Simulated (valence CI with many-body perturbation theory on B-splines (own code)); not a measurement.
E1 transitions of Os⁷⁰⁺

Method: valence CI with perturbative core correlation (CI+MBPT): four valence electrons over a frozen Dirac-Fock core [He], a basis of 11 s, 11 p, 10 d, 8 f, 5 g, 2 h functions for each j, with the one-electron correlation potential Σ1, the two-electron term Σ2, the three-electron term Σ3, Breit, model QED; selected CI, second order for the rest, scaled by the run's own slope (own B-spline code, finite nucleus).

The last digits are not significant, and no measured levels were compared; by estimate large intervals hold to a few tenths of a per cent, small ones and those within an open d or f shell to about a per cent. Among the levels kept, up to 1300 cm⁻¹ of a level comes from second order outside the variational space, and about a tenth of that is noise between levels of different J, which matters for small intervals.

Lines 1 to 50 of 600 in falling wavelength, among levels below 125390 × 10³ cm⁻¹, chosen from the strongest by gf and those to the six lowest levels. Wavelengths and rates use the calculated energies. Electric multipoles are in the length gauge with retardation, E1 and E2 with the static RPA response of the core. Weak lines are less certain than strong ones. Lines between different terms over intervals too small for the method are left out, as are lines whose strength nearly cancels. The highest levels of a list are the least certain.

Levels are named by their leading jj configuration (3d3/2^4 stands for four electrons in 3d with j = 3/2), which in mixed levels can hold well under half, so a name can repeat and another be missing. Letters in brackets count levels of one name in rising energy.

```
λ vac (Å)                           Upper                           Lower   A (s⁻¹)  S (a.u.) with core polarisation  S without
    304.5          (2s^2 2p1/2 4f7/2) J=4          (2s^2 2p1/2 4d5/2) J=3  1.52e+09                         1.90e-01   1.90e-01
    295.2          (2s^2 2p1/2 4f7/2) J=3          (2s^2 2p1/2 4d5/2) J=2  1.59e+09                         1.41e-01   1.41e-01
    184.6          (2s^2 2p1/2 4f5/2) J=2          (2s^2 2p1/2 4d3/2) J=1  5.62e+09                         8.72e-02   8.72e-02
    165.6          (2s^2 2p1/2 4f5/2) J=3          (2s^2 2p1/2 4d3/2) J=2  8.80e+09                         1.38e-01   1.38e-01
    147.9          (2s 2p1/2^2 4d5/2) J=3          (2s 2p1/2^2 4p3/2) J=2  2.09e+10                         2.34e-01   2.34e-01
    144.2          (2s^2 2p1/2 4d5/2) J=3          (2s^2 2p1/2 4p3/2) J=2  2.22e+10                         2.31e-01   2.31e-01
    140.8          (2s^2 2p1/2 4d5/2) J=2          (2s^2 2p1/2 4p3/2) J=1  2.07e+10                         1.43e-01   1.43e-01
    104.2      (2s 2p3/2^2 3p1/2) J=2 [a]             (2s 2p3/2^2 3s) J=3  1.20e+10                         3.33e-02   3.33e-02
    88.17  (2s 2p1/2 2p3/2 3p1/2) J=2 [b]         (2s 2p1/2 2p3/2 3s) J=3  1.74e+10                         2.95e-02   2.95e-02
    62.92      (2s 2p3/2^2 3d5/2) J=3 [a]      (2s 2p3/2^2 3p3/2) J=2 [a]  2.89e+10                         2.48e-02   2.48e-02
    62.06      (2s 2p1/2 2p3/2 3d5/2) J=5      (2s 2p1/2 2p3/2 3p3/2) J=4  6.88e+10                         8.93e-02   8.93e-02
    62.05      (2s 2p3/2^2 3d5/2) J=3 [c]      (2s 2p3/2^2 3p3/2) J=2 [c]  5.01e+10                         4.14e-02   4.14e-02
    61.91       (2p1/2^2 2p3/2 3d5/2) J=3       (2p1/2^2 2p3/2 3p3/2) J=2  5.91e+10                         4.84e-02   4.84e-02
    61.89  (2s 2p1/2 2p3/2 3d5/2) J=2 [c]  (2s 2p1/2 2p3/2 3p3/2) J=1 [d]  4.25e+10                         2.49e-02   2.49e-02
    61.74          (2s 2p1/2^2 3d5/2) J=3          (2s 2p1/2^2 3p3/2) J=2  6.98e+10                         5.68e-02   5.68e-02
    61.56       (2p1/2^2 2p3/2 3d5/2) J=4       (2p1/2^2 2p3/2 3p3/2) J=3  7.33e+10                         7.59e-02   7.59e-02
    61.34  (2s 2p1/2 2p3/2 3d5/2) J=4 [a]  (2s 2p1/2 2p3/2 3p3/2) J=3 [a]  6.50e+10                         6.66e-02   6.66e-02
    61.21          (2s 2p3/2^2 3d5/2) J=5          (2s 2p3/2^2 3p3/2) J=4  6.67e+10                         8.30e-02   8.30e-02
    61.21  (2s 2p1/2 2p3/2 3d5/2) J=2 [b]  (2s 2p1/2 2p3/2 3p3/2) J=1 [c]  5.15e+10                         2.92e-02   2.92e-02
    61.06      (2s 2p3/2^2 3d5/2) J=4 [a]      (2s 2p3/2^2 3p3/2) J=3 [a]  5.12e+10                         5.18e-02   5.18e-02
    61.03          (2s^2 2p3/2 3d5/2) J=3          (2s^2 2p3/2 3p3/2) J=2  4.74e+10                         3.73e-02   3.73e-02
    60.98  (2s 2p1/2 2p3/2 3d5/2) J=4 [b]  (2s 2p1/2 2p3/2 3p3/2) J=3 [b]  5.67e+10                         5.71e-02   5.71e-02
    60.84          (2s^2 2p3/2 3d5/2) J=4          (2s^2 2p3/2 3p3/2) J=3  5.30e+10                         5.30e-02   5.30e-02
    60.83  (2s 2p1/2 2p3/2 3d5/2) J=3 [c]  (2s 2p1/2 2p3/2 3p3/2) J=2 [c]  5.74e+10                         4.46e-02   4.46e-02
    60.72          (2s^2 2p1/2 3d5/2) J=2          (2s^2 2p1/2 3p3/2) J=1  5.35e+10                         2.96e-02   2.96e-02
    60.56  (2s 2p1/2 2p3/2 3d5/2) J=3 [d]  (2s 2p1/2 2p3/2 3p3/2) J=2 [d]  5.83e+10                         4.48e-02   4.48e-02
    60.54  (2s 2p1/2 2p3/2 3d5/2) J=3 [a]  (2s 2p1/2 2p3/2 3p3/2) J=2 [a]  5.43e+10                         4.16e-02   4.16e-02
    60.34      (2s 2p3/2^2 3d5/2) J=4 [b]      (2s 2p3/2^2 3p3/2) J=3 [b]  5.64e+10                         5.50e-02   5.50e-02
    59.94      (2s 2p3/2^2 3d5/2) J=3 [b]      (2s 2p3/2^2 3p3/2) J=2 [b]  6.03e+10                         4.48e-02   4.48e-02
    59.85  (2s 2p1/2 2p3/2 3d5/2) J=4 [c]  (2s 2p1/2 2p3/2 3p3/2) J=3 [c]  7.22e+10                         6.87e-02   6.87e-02
    59.12          (2s^2 2p1/2 3d5/2) J=3          (2s^2 2p1/2 3p3/2) J=2  7.32e+10                         5.22e-02   5.22e-02
    58.52  (2s 2p1/2 2p3/2 3d5/2) J=3 [b]  (2s 2p1/2 2p3/2 3p3/2) J=2 [b]  4.02e+10                         2.78e-02   2.78e-02
    58.18      (2s 2p3/2^2 3d5/2) J=2 [b]      (2s 2p3/2^2 3p3/2) J=1 [b]  6.02e+10                         2.93e-02   2.93e-02
    58.02          (2s 2p1/2^2 3d5/2) J=2          (2s 2p1/2^2 3p3/2) J=1  7.42e+10                         3.58e-02   3.58e-02
    57.94       (2p1/2^2 2p3/2 3d5/2) J=2       (2p1/2^2 2p3/2 3p3/2) J=1  5.33e+10                         2.56e-02   2.56e-02
    55.26          (2s^2 2p1/2 4d3/2) J=1          (2s^2 2p1/2 4p1/2) J=0  2.03e+11                         5.08e-02   5.08e-02
    54.28          (2s 2p1/2^2 4d3/2) J=1          (2s 2p1/2^2 4p1/2) J=1  1.11e+11                         2.63e-02   2.63e-02
    53.87          (2s 2p1/2^2 4d3/2) J=1          (2s 2p1/2^2 4p1/2) J=0  2.34e+11                         5.40e-02   5.40e-02
    53.79          (2s 2p1/2^2 4d3/2) J=2          (2s 2p1/2^2 4p1/2) J=1  3.56e+11                         1.37e-01   1.37e-01
    53.62          (2s^2 2p1/2 4d3/2) J=2          (2s^2 2p1/2 4p1/2) J=1  3.51e+11                         1.34e-01   1.34e-01
    53.04          (2s 2p1/2^2 4p3/2) J=1             (2s 2p1/2^2 4s) J=0  2.93e+11                         6.48e-02   6.48e-02
    51.99          (2s^2 2p1/2 4p3/2) J=1             (2s^2 2p1/2 4s) J=1  1.30e+11                         2.71e-02   2.71e-02
    51.65          (2s^2 2p1/2 4d3/2) J=1          (2s^2 2p1/2 4p1/2) J=1  1.25e+11                         2.55e-02   2.55e-02
    51.64          (2s^2 2p1/2 4p3/2) J=1             (2s^2 2p1/2 4s) J=0  2.85e+11                         5.82e-02   5.82e-02
    51.47          (2s 2p1/2^2 4p3/2) J=2             (2s 2p1/2^2 4s) J=1  4.84e+11                         1.63e-01   1.63e-01
    51.28          (2s^2 2p1/2 4p3/2) J=2             (2s^2 2p1/2 4s) J=1  4.76e+11                         1.58e-01   1.58e-01
    51.23      (2s 2p1/2 2p3/2^2) J=2 [a]              (2s^2 2p3/2^2) J=2  2.65e+09                         8.78e-04   8.80e-04
    50.95      (2s 2p3/2^2 3d5/2) J=3 [a]      (2s 2p3/2^2 3p3/2) J=3 [a]  3.82e+10                         1.75e-02   1.75e-02
    50.94          (2s 2p1/2^2 4p3/2) J=1             (2s 2p1/2^2 4s) J=1  1.46e+11                         2.85e-02   2.85e-02
    49.56      (2s 2p1/2 2p3/2 3p3/2) J=4          (2s^2 2p3/2 3p3/2) J=3  4.10e+10                         2.22e-02   2.22e-02
```
